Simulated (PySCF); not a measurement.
C4H6Si, SMILES C#C[SiH2]C=C. Heavy atoms are numbered as in [CH:1]#[C:2][SiH2:3][CH:4]=[CH2:5]. Hydrogens are named by the atom that carries them.

Geometry optimised at PBE0-D3(BJ)/def2-SVP. Other conformers were not sampled.

Level of theory: PBE/def2-TZVP (PySCF).

Atomic charges (e), one atom of each kind:

```json
[
 {"atom": "C1 (CH)", "Löwdin": "-0.09", "Mulliken": "-0.16"},
 {"atom": "C2", "Löwdin": "-0.20", "Mulliken": "-0.13"},
 {"atom": "Si3 (SiH2)", "Löwdin": "0.30", "Mulliken": "0.22"},
 {"atom": "C4 (CH)", "Löwdin": "-0.30", "Mulliken": "-0.17"},
 {"atom": "C5 (CH2)", "Löwdin": "-0.20", "Mulliken": "-0.24"},
 {"atom": "H on C1", "Löwdin": "0.13", "Mulliken": "0.17"},
 {"atom": "H on Si3", "Löwdin": "-0.01", "Mulliken": "-0.03"},
 {"atom": "H on C4", "Löwdin": "0.14", "Mulliken": "0.11"},
 {"atom": "H on C5", "Löwdin": "0.12", "Mulliken": "0.12"}
]
```

**Question.** Give the Mayer and Wiberg (Löwdin basis) orders of the bonds. (An estimate is asked for; the answer gives what the named calculation found.)

**Answer.** 
| bond | Mayer | Wiberg |
|---|---|---|
| C1–C2 | 2.64 | 3.00 |
| C2–Si3 | 1.06 | 1.17 |
| Si3–C4 | 1.01 | 1.13 |
| C4–C5 | 1.93 | 2.22 |
